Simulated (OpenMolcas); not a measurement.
## Si: effect of correlating more closed shells

```
Program             : OpenMolcas 26.06
Basis               : ANO-RCC-VQZP [6s5p3d2f1g]
Scalar Hamiltonian  : DKH2, point nucleus
Active space        : 2 electrons in 3 orbitals (3p)
State averaging     : 2S+1 = 3 even, 3 roots; 2S+1 = 1 even, 6 roots
Spin-orbit coupling : state interaction with AMFI integrals over the reference wave functions, term energies averaged over their components
```

Methods on the same reference wave functions:
A. CASSCF
B. SS-CASPT2, IPEA 0.25 Eh, imaginary shift 0.1 Eh (closed shells correlated: 3s)
C. SS-CASPT2, IPEA 0.25 Eh, imaginary shift 0.1 Eh (closed shells correlated: 2s 2p 3s)

Energies in cm-1 above 3s2 3p2 3P0, the measured ground level; measured values from NIST Handbook of Basic Atomic Spectroscopic Data.

| Level | A | B | C | Measured |
| --- | --- | --- | --- | --- |
| 3s2 3p2 3P0 | 0.0 | 0.0 | 0.0 | 0.0 |
| 3s2 3p2 3P1 | 66.4 | 67.0 | 67.0 | 77.1 |
| 3s2 3p2 3P2 | 195 | 195 | 195 | 223 |
| 3s2 3p2 1D2 | 8736 | 6010 | 5970 | 6299 |
| 3s2 3p2 1S0 | 21305 | 14950 | 14880 | 15394 |

Deviations, from unrounded energies. A percentage is the sum of absolute deviations over the sum of measured energies, with the sign that they share, or ± where signs differ.

```json
{"Against measurement": "mean absolute deviation (cm-1)", "Levels": "4", "A": "2100", "B": "190", "C": "220"}
{"Against measurement": "fine structure of the ground term (%)", "Levels": "2", "A": "-12.9", "B": "-12.6", "C": "-12.6"}
{"Against measurement": "other terms of the ground configuration (%)", "Levels": "2", "A": "+38.5", "B": "-3.4", "C": "-3.9"}
```

B lies closest to measurement on these levels and A furthest from it. The largest miss of B in the table is 3s2 3p2 1S0, by -440 cm-1. The ranking rests on the paired levels alone, and a cruder setting can come out closer through cancelling errors.

Between B and C the level of the table that moves most is 3s2 3p2 1S0, by 78 cm-1 (lowest in C, highest in B). Moves below CASPT2's spread within the term are not significant.

The mean deviations of B to C differ by less than CASPT2's widest spread within a term (78 cm-1), so their order carries little weight.

From A to B the spin-free energies of the other terms of 3s2 3p2 shown, above 3P, scale by factors of 0.68 to 0.70.

The lowest spin-free term lies below A's lowest term by 0.063 hartree in B, 0.118 hartree in C.

What an inner shell adds also hangs on whether the basis holds functions to correlate it.

CASPT2 breaks the degeneracy within a term, and the mean is taken; among the terms shown or strongly mixed into the levels shown the widest spread is 78 cm-1 (3s2 3p2 1D, C). With the s shell closed, the reference lacks s² → p² mixing. Without dynamic correlation excited terms often stand tens of per cent too high (terms of higher spin than the ground term too low), and those without a measured partner can miss by more than the paired ones (holds for A). Computed and measured levels are paired by configuration, term and J; levels that our copy of the source lacks, or whose pairing is in doubt (as where it misses far off the trend of its configuration), stay unpaired and out of the deviations. Levels of configurations outside the active space are missing.
